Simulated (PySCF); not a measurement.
C₄H₉ClO₂S.
Bonds: C1–C2, C2–C3, C2–C4, C2–S5, S5–O6 (double), S5–O7 (double), S5–Cl8. Hydrogens: H9, H10, H11 on C1; H12, H13, H14 on C3; H15, H16, H17 on C4.

The same species was optimised twice, with GFN2-xTB and with PBE0-D3(BJ)/def2-SVP (PySCF), and the same property calculations (PySCF, gas phase) were run on both structures.

```
     coordinate  GFN2-xTB  PBE0-D3(BJ)/def2-SVP  change
     S5–Cl8 (Å)     2.043                 2.116  +0.073
      S5=O6 (Å)     1.428                 1.449  +0.021
      S5=O7 (Å)     1.429                 1.449  +0.020
      C2–C3 (Å)     1.515                 1.530  +0.015
      C2–C4 (Å)     1.510                 1.519  +0.009
      C1–C2 (Å)     1.510                 1.519  +0.009
      C2–S5 (Å)     1.841                 1.842  +0.001
   O6–S5–O7 (°)     118.2                 121.2    +3.0
   C4–C2–S5 (°)     105.9                 108.2    +2.3
   C1–C2–S5 (°)     105.8                 108.0    +2.2
   C2–S5–O6 (°)     111.1                 109.5    -1.6
   C3–C2–C4 (°)     113.4                 111.8    -1.6
   C1–C2–C3 (°)     113.4                 111.9    -1.5
   C2–S5–O7 (°)     111.1                 109.6    -1.5
   C1–C2–C4 (°)     114.7                 113.4    -1.3
C1–C2–S5–O6 (°)       174                   175      +1
```

Rotational constants: A = 1977, B = 1350, C = 1201 MHz (GFN2-xTB) against A = 1917, B = 1309, C = 1162 MHz (PBE0-D3(BJ)/def2-SVP).

On the GFN2-xTB structure: HOMO (eV) -8.89 [PBE0/pcSseg-1]; LUMO (eV) -1.27 [PBE0/pcSseg-1]; dipole (D) 4.68 [PBE0/pcSseg-1]; GIAO shielding of C1/C3/C4 (mean) (ppm) 163.3 [PBE0/pcSseg-1]; GIAO shielding of C2 (ppm) 107.9 [PBE0/pcSseg-1]; GIAO shielding of S5 (ppm) 113.4 [PBE0/pcSseg-1]; GIAO shielding of O6/O7 (mean) (ppm) 57.9 [PBE0/pcSseg-1]; GIAO shielding of Cl8 (ppm) 457.8 [PBE0/pcSseg-1].

Question: What do these properties become on the PBE0-D3(BJ)/def2-SVP structure?

Answer: 
```tsv
property	level	on GFN2-xTB	on PBE0-D3(BJ)/def2-SVP	change
HOMO (eV)	PBE0/pcSseg-1	-8.89	-8.97	-0.08
LUMO (eV)	PBE0/pcSseg-1	-1.27	-1.85	-0.58
dipole (D)	PBE0/pcSseg-1	4.68	4.68	0.00
energy, GFN2-xTB geometry as zero (kcal/mol)	PBE0/pcSseg-1	0.0	-3.8	-3.8
GIAO shielding of C1/C3/C4 (mean) (ppm)	PBE0/pcSseg-1	163.3	159.2	-4.1
GIAO shielding of C2 (ppm)	PBE0/pcSseg-1	107.9	103.4	-4.5
GIAO shielding of S5 (ppm)	PBE0/pcSseg-1	113.4	82.8	-30.6
GIAO shielding of O6/O7 (mean) (ppm)	PBE0/pcSseg-1	57.9	18.3	-39.6
GIAO shielding of Cl8 (ppm)	PBE0/pcSseg-1	457.8	376.6	-81.2
```

The heavy atoms differ by 0.039 Å rms after alignment. Among bonds between heavy atoms S5–Cl8 changes most (+0.073 Å). Changes are differences of the printed values. Neither structure is proved a minimum here.

Shape of the structure used: `[CH3:1][C:2]([CH3:3])([CH3:4])[S:5](=[O:6])(=[O:7])[Cl:8]`: C1–C2–S5–O6 175°.
